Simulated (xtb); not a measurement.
xtb input (GFN2-xTB):

```bash
xtb mol.xyz --gfn 2 --ohess tight --chrg -1 --uhf 0
```
mol.xyz:
```
10

C     -1.09753989    -0.06271636     0.38447513
C      0.05085090     0.21967572    -0.52131885
C      1.35531165    -0.18883296     0.05904565
O      1.57962952    -0.73199645     1.11182363
O      2.38615890     0.02547088    -0.79361802
H     -0.99092974     0.49922095     1.35516377
H     -1.23147770    -1.07932645     0.62723509
H     -2.01566002     0.28178987    -0.02084317
H     -0.07499620    -0.32263780    -1.45974900
H      0.14078449     1.28554343    -0.70422757
```

End of the output:

```
   ------------------------------------------------------------------------

   temp. (K)  partition function   enthalpy   heat capacity  entropy
                                   cal/mol     cal/K/mol   cal/K/mol   J/K/mol
 298.15  VIB   3.94                 1279.335     10.185      7.015
         ROT  0.783E+05              888.752      2.981     25.375
         INT  0.309E+06             2168.088     13.166     32.389
         TR   0.604E+27             1481.254      4.968     38.765
         TOT                        3649.3416    18.1343    71.1544   297.7101

       T/K    H(0)-H(T)+PV         H(T)/Eh          T*S/Eh         G(T)/Eh
   ------------------------------------------------------------------------
    298.15    0.581560E-02    0.813054E-01    0.338078E-01    0.474977E-01
   ------------------------------------------------------------------------

         :::::::::::::::::::::::::::::::::::::::::::::::::::::
         ::                  THERMODYNAMIC                  ::
         :::::::::::::::::::::::::::::::::::::::::::::::::::::
         :: total free energy         -17.282516084766 Eh   ::
         ::.................................................::
         :: total energy              -17.330013769964 Eh   ::
         :: zero point energy           0.075489851197 Eh   ::
         :: G(RRHO) w/o ZPVE           -0.027992165999 Eh   ::
         :: G(RRHO) contrib.            0.047497685198 Eh   ::
         :::::::::::::::::::::::::::::::::::::::::::::::::::::
imag cut-off (cm-1) :    5.00
 found            1  significant imaginary frequency
 writing imag mode distorted coords to xtbhess.xyz
 for further optimization.

optimized geometry written to: xtbopt.xyz

           -------------------------------------------------
          | TOTAL ENERGY              -17.330013769964 Eh   |
          | TOTAL ENTHALPY            -17.248708322809 Eh   |
          | TOTAL FREE ENERGY         -17.282516084766 Eh   |
          | GRADIENT NORM               0.000177754193 Eh/α |
          | HOMO-LUMO GAP               5.320808487395 eV   |
           -------------------------------------------------

------------------------------------------------------------------------
------------------------------------------------------------------------
 total:
 SCF:
 ANC optimizer:
 analytical hessian:
```

It need not be the lowest isomer of its formula. Whether it binds its extra electron was not tested at this geometry.
